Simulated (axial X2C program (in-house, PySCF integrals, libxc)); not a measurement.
Levels of CuF⁻ by electron attachment to CuF (EOM-EA-CCSD)

Calculated with an axial X2C code built on PySCF integrals: two-component X2C with atomic mean-field Coulomb and Gaunt terms, Gaussian nuclei, basis Cu dyall-acv3z, F dyall-av3z with contracted cores.

R = 1.748 Å (near the PBE0 minimum at charge 0 of the determinant lowest at the starting distance; the state shown can have its own minimum elsewhere).

Hartree–Fock spinors of CuF (one of each Kramers pair; a window near the gap, which can cut inner shells):

```csv
ω,occupied,ε (eV),character
3/2,yes,-15.03,"61% Cu d, 38% F p"
3/2,yes,-14.20,98% Cu d
5/2,yes,-13.93,100% Cu d
1/2,yes,-12.73,"58% F p, 38% Cu d, 2% Cu p"
3/2,yes,-12.63,"55% F p, 41% Cu d, 2% Cu p"
1/2,yes,-11.82,"55% Cu d, 34% F p, 8% Cu s"
1/2,no,-0.45,"68% Cu s, 27% Cu p, 3% F p"
1/2,no,0.37,99% Cu p
3/2,no,0.37,99% Cu p
1/2,no,0.48,"89% Cu p, 10% Cu s"
1/2,no,0.92,"81% Cu s, 15% Cu p, 2% F p"
1/2,no,1.58,"88% Cu p, 8% Cu d, 4% F p"
```

Levels of CuF⁻ obtained by attaching an electron to CuF:

| Ω | binding energy (eV) | above lowest (cm⁻¹) | attached spinor | one-particle weight |
| --- | --- | --- | --- | --- |
| 1/2 | 0.794 | 0 | 68% Cu sσ, 25% Cu pσ | 0.98 |
| 1/2 | -0.357 | 9289 | 99% Cu pπ | 1.00 |
| 3/2 | -0.358 | 9292 | 99% Cu pπ | 1.00 |
| 1/2 | -0.410 | 9710 | 84% Cu pσ, 15% Cu sσ | 1.00 |
| 1/2 | -0.813 | 12963 | 78% Cu sσ, 18% Cu pσ | 1.00 |
| 3/2 | -1.452 | 18114 | 88% Cu pπ, 8% Cu dπ | 0.99 |
| 1/2 | -1.453 | 18128 | 87% Cu pπ, 8% Cu dπ | 0.99 |

Negative binding energies belong to unbound states, resonances or levels that the basis set holds; within some tenths of an eV of zero the sign is not settled.

This point took 46 s on 1 thread of Arm Neoverse N1, on a shared host.

Reference electrons by ω block (each with its −ω partner): 1/2: 13, 3/2: 5, 5/2: 1. 18 electrons of CuF correlated (inner shells frozen), 84 natural virtual spinors (a truncated set); levels can be off by some tenths of an eV. Roots sought by Ω: (1/2: 5, 3/2: 4, 5/2: 2, 7/2: 1); the list ends where they run out and leaves out roots under 60 % one-particle weight. The solver can skip a root, and states that need a further excitation, which the method places far too high, are missing though they may lie low or lowest. T1 of the reference 0.039 (Lee–Taylor). Number of frozen shells: Cu 3 s, 2 p; F 1 s. Large amplitudes in the reference (orbital relaxation or multireference character) lower the reliability.
